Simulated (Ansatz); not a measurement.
`[Cl][K]` + CH₃OH → `C[O][K]` + HCl at 400 K and 1 bar (ligand exchange at a K–Cl bond).

Computed with Ansatz on PBE0-D4/def2-TZVP structures; ΔE is electronic, products minus reactants. CCSD(T)/CBS is the MP2 limit (def2-TZVPP, def2-QZVPP) plus CCSD(T) − MP2 in def2-TZVPP, frozen cores. This one scheme is used for every species. For K outer-core shells are correlated without core-valence functions, which leaves a few kJ/mol of doubt a bond. Scalar relativity is left out up to krypton.

```json
{"species": "`[Cl][K]`", "CCSD(T)/CBS energy (Eh)": "-1059.29673", "H − E (kJ/mol)": "15.2", "S (J/(mol·K))": "249.8"}
{"species": "CH₃OH", "CCSD(T)/CBS energy (Eh)": "-115.61712", "H − E (kJ/mol)": "151.2", "S (J/(mol·K))": "252.6"}
{"species": "`C[O][K]`", "CCSD(T)/CBS energy (Eh)": "-714.47647", "H − E (kJ/mol)": "123.8", "S (J/(mol·K))": "297.5"}
{"species": "HCl", "CCSD(T)/CBS energy (Eh)": "-460.38127", "H − E (kJ/mol)": "29.6", "S (J/(mol·K))": "195.4"}
```

H − E and S are ideal-gas, rigid-rotor, harmonic terms from PBE0-D4/def2-TZVP. 1 Eh = 2625.50 kJ/mol, R = 8.31446 J/(mol·K).

Question: By hand: ΔE, ΔH, ΔS and ΔG.

Answer: ΔE = (-714.47647) + (-460.38127) − (-1059.29673) − (-115.61712) = 0.05611 Eh = 147.3 kJ/mol. Δ(H − E) = 123.8 + 29.6 − 15.2 − 151.2 = -13.0, so ΔH = 134.3 kJ/mol. ΔS = 297.5 + 195.4 − 249.8 − 252.6 = -9.5 J/(mol·K). ΔG = 134.3 − 400 × (-9.5)/1000 = 138.1 kJ/mol.

Question: By hand: the equilibrium constant, and the temperature at which ΔG would vanish if ΔH and ΔS stayed fixed.

Answer: log₁₀ K = −ΔG/(RT ln 10) = -18.0. ΔH and −TΔS have one sign here, so there is no such temperature.

The number of gas molecules stays the same, so ΔS is small and ΔH decides. A doubt of 5 kJ/mol in ΔE shifts log₁₀ K by 0.7 here. These are equilibria of isolated gas molecules and say nothing of rates. Largest T1 diagnostic: 0.012 (customary marks: 0.02 for closed shells, 0.045 for open ones).
